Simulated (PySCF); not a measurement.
C₈H₇FO.
SMILES with atom numbers: `[CH3:1][C:2](=[O:3])[c:4]1[cH:5][cH:6][cH:7][cH:8][c:9]1[F:10]` (hydrogens: H11, H12, H13 on C1; H14 on C5; H15 on C6; H16 on C7; H17 on C8)

The same species was optimised twice, with GFN2-xTB and with PBE0-D3(BJ)/def2-SVP (PySCF), and the same property calculations (PySCF, gas phase) were run on both structures.

```csv
coordinate,GFN2-xTB,PBE0-D3(BJ)/def2-SVP,change
C9–F10 (Å),1.349,1.335,-0.014
C6–C7 (Å),1.386,1.397,+0.011
C2–C4 (Å),1.494,1.503,+0.009
C5–C6 (Å),1.379,1.387,+0.008
C7–C8 (Å),1.383,1.391,+0.008
C8–C9 (Å),1.384,1.390,+0.006
C4–C5 (Å),1.398,1.404,+0.006
C4–C9 (Å),1.395,1.399,+0.004
C1–C2 (Å),1.502,1.504,+0.002
C2=O3 (Å),1.211,1.211,0.000
C1–C2–C4 (°),118.1,119.9,+1.8
C1–C2–O3 (°),121.8,120.9,-0.9
O3–C2–C4 (°),120.1,119.2,-0.9
C4–C9–F10 (°),121.4,120.6,-0.8
C8–C9–F10 (°),116.6,117.3,+0.7
C2–C4–C9 (°),126.3,125.8,-0.5
C5–C4–C9 (°),116.8,117.1,+0.3
C7–C8–C9 (°),119.7,119.4,-0.3
C1–C2–C4–C5 (°),180,178,-2
```

Rotational constants: A = 2230, B = 1219, C = 792.0 MHz (GFN2-xTB) against A = 2237, B = 1203, C = 786.3 MHz (PBE0-D3(BJ)/def2-SVP).

On the GFN2-xTB structure: HOMO (eV) -7.55 [PBE0/pcSseg-1]; LUMO (eV) -1.79 [PBE0/pcSseg-1]; dipole (D) 2.82 [PBE0/pcSseg-1]; GIAO shielding of C1 (ppm) 151.9 [PBE0/pcSseg-1]; GIAO shielding of C2 (ppm) -10.6 [PBE0/pcSseg-1]; GIAO shielding of O3 (ppm) -306.9 [PBE0/pcSseg-1]; GIAO shielding of C4 (ppm) 59.2 [PBE0/pcSseg-1]; GIAO shielding of C5 (ppm) 47.9 [PBE0/pcSseg-1]; GIAO shielding of C6 (ppm) 57.3 [PBE0/pcSseg-1]; GIAO shielding of C7 (ppm) 45.8 [PBE0/pcSseg-1]; GIAO shielding of C8 (ppm) 64.2 [PBE0/pcSseg-1].

Problem. What do these properties become on the PBE0-D3(BJ)/def2-SVP structure?

Solution. 
| property | level | on GFN2-xTB | on PBE0-D3(BJ)/def2-SVP | change |
| --- | --- | --- | --- | --- |
| HOMO (eV) | PBE0/pcSseg-1 | -7.55 | -7.54 | +0.01 |
| LUMO (eV) | PBE0/pcSseg-1 | -1.79 | -1.78 | +0.01 |
| dipole (D) | PBE0/pcSseg-1 | 2.82 | 2.78 | -0.04 |
| energy, GFN2-xTB geometry as zero (kcal/mol) | PBE0/pcSseg-1 | 0.0 | -0.3 | -0.3 |
| GIAO shielding of C1 (ppm) | PBE0/pcSseg-1 | 151.9 | 150.3 | -1.6 |
| GIAO shielding of C2 (ppm) | PBE0/pcSseg-1 | -10.6 | -11.0 | -0.4 |
| GIAO shielding of O3 (ppm) | PBE0/pcSseg-1 | -306.9 | -312.2 | -5.3 |
| GIAO shielding of C4 (ppm) | PBE0/pcSseg-1 | 59.2 | 57.5 | -1.7 |
| GIAO shielding of C5 (ppm) | PBE0/pcSseg-1 | 47.9 | 45.8 | -2.1 |
| GIAO shielding of C6 (ppm) | PBE0/pcSseg-1 | 57.3 | 55.5 | -1.8 |
| GIAO shielding of C7 (ppm) | PBE0/pcSseg-1 | 45.8 | 43.7 | -2.1 |
| GIAO shielding of C8 (ppm) | PBE0/pcSseg-1 | 64.2 | 63.0 | -1.2 |

The heavy atoms differ by 0.023 Å rms after alignment. Among bonds between heavy atoms C9–F10 changes most (-0.014 Å). Changes are differences of the printed values. Neither structure is proved a minimum here.

Shape of the structure used: `[CH3:1][C:2](=[O:3])[c:4]1[cH:5][cH:6][cH:7][cH:8][c:9]1[F:10]`: C1–C2–C4–C5 178°.
